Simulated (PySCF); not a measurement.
Ga(H)2(Me), SMILES [GaH2][CH3] (CH5Ga), CAM-B3LYP/def2-SVP optimised geometry.

```
7

Ga     0.16    -0.59     0.00
H     -0.60    -1.96    -0.03
H      1.73    -0.59     0.00
C     -0.86     1.09     0.00
H     -1.26     1.27    -1.01
H     -0.25     1.96     0.27
H     -1.73     1.03     0.68
```

Density from PySCF with CAM-B3LYP/def2-TZVP at that geometry.

Minimum of the electron density along straight lines between bonded atoms, close to the bond critical point (lines longer than 1.1 times the sum of covalent radii, or with two minima, are not listed):

| bond | length / Å | ρ at the minimum / e bohr⁻³ | ∇²ρ there / e bohr⁻⁵ | position (fraction from the first atom) |
|---|---|---|---|---|
| Ga1–H2 | 1.571 | 0.114 | 0.15 | 0.60 |
| Ga1–H3 | 1.570 | 0.115 | 0.15 | 0.60 |
| Ga1–C4 | 1.965 | 0.115 | [?] | 0.48 |
| C4–H5 | 1.103 | 0.264 | -0.85 | 0.64 |
| C4–H6 | 1.099 | 0.269 | -0.89 | 0.64 |
| C4–H7 | 1.101 | 0.267 | -0.88 | 0.64 |

**Question.** Fill in the missing entries.

**Answer.** 
- Ga1–C4, ∇²ρ there / e bohr⁻⁵: 0.20
